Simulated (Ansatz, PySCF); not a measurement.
Ta(Cl)4(SH) (Cl4HSTa), SMILES [SH][Ta]([Cl])([Cl])([Cl])[Cl], multiplicity 1. Atoms are numbered in the order given.

```xyz
7

Ta    -0.0519    -0.0092     0.0000
Cl    -1.1955     0.0231     1.9802
Cl     0.2506     2.2884     0.0000
Cl     0.0897    -2.3317     0.0000
Cl    -1.1955     0.0231    -1.9802
S      2.3276     0.0338     0.0000
H      2.5702    -1.2960     0.0000
```
Charge 0, spin multiplicity 1.

Coordinates come from a PBE0-D3(BJ)/def2-SVP optimisation. The spin state was assumed, not searched. The structure was generated by enumeration; whether it is a known compound was not checked. The def2 effective core potentials stand for the cores of Ta; spin–orbit coupling is left out. One conformer was computed; it need not be the lowest.

Two levels are set side by side: PBE-D3(BJ)/def2-SVP (Ansatz, an electronic-structure program) and PBE0-D3(BJ)/def2-SVP (Ansatz). Each level has its own optimised geometry; the coordinates shown are those of the second. Frequencies come from the Hessian of PySCF at each geometry. Differences are taken from unrounded values.

| quantity | PBE0-D3(BJ) |
|---|---|
| mean bond length (Å) | 2.158 |
| bond Ta1–Cl2 (Å) | 2.287 |
| bond Ta1–Cl3 (Å) | 2.317 |
| bond Ta1–Cl4 (Å) | 2.327 |
| bond Ta1–Cl5 (Å) | 2.287 |
| bond Ta1–S6 (Å) | 2.380 |
| bond S6–H7 (Å) | 1.352 |
| highest harmonic wavenumber (cm⁻¹) | 2716 |
| mean harmonic wavenumber (cm⁻¹) | 444 |
| zero-point energy (kcal/mol) | 9.53 |

**Question.** What does PBE-D3(BJ) give, and how far is it from PBE0-D3(BJ)? (The exact figures need the calculation; the answer reports its results.)

**Answer.** 
```tsv
quantity	PBE-D3(BJ)	PBE-D3(BJ) minus PBE0-D3(BJ)
mean bond length (Å)	2.174	0.016
bond Ta1–Cl2 (Å)	2.303	0.016
bond Ta1–Cl3 (Å)	2.335	0.018
bond Ta1–Cl4 (Å)	2.342	0.015
bond Ta1–Cl5 (Å)	2.303	0.016
bond Ta1–S6 (Å)	2.398	0.018
bond S6–H7 (Å)	1.364	0.013
highest harmonic wavenumber (cm⁻¹)	2608	-108
mean harmonic wavenumber (cm⁻¹)	427	-18
zero-point energy (kcal/mol)	9.15	-0.38
```

GGA bonds tend to be longer and softer than those of functionals with exact exchange. Differences between two approximate levels are no errors against the true value.
